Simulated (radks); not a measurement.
All-electron atom: Lu59+ in [Ne] 3s2. Method: scalar-relativistic Kohn-Sham, LB94 model potential, spin-polarised, spherical densities, finite nucleus; Fermi nuclear charge, rms radius 5.37 fm; computed with a radial shooting solver on a logarithmic mesh with Libxc functionals.

Unscreened Slater integrals over Kohn-Sham orbitals (hartree). They are taken over the spin-up orbitals.

\begin{tabular}{lr}
integral & value \\ \hline
F0(3s,3s) & 4.6458 \\
F0(3s,2p) & 6.0713 \\
G1(3s,2p) & 0.64688 \\
F0(3s,2s) & 5.9542 \\
G0(3s,2s) & 0.52059 \\
F0(3s,1s) & 7.0382 \\
G0(3s,1s) & 0.38438 \\
F0(2p,2p) & 12.721 \\
F2(2p,2p) & 6.0274 \\
F0(2p,2s) & 11.798 \\
G1(2p,2s) & 6.7415 \\
F0(2p,1s) & 17.324 \\
G1(2p,1s) & 3.3304 \\
F0(2s,2s) & 11.219 \\
F0(2s,1s) & 15.883 \\
G0(2s,1s) & 1.6290 \\
F0(1s,1s) & 49.229 \\
\end{tabular}
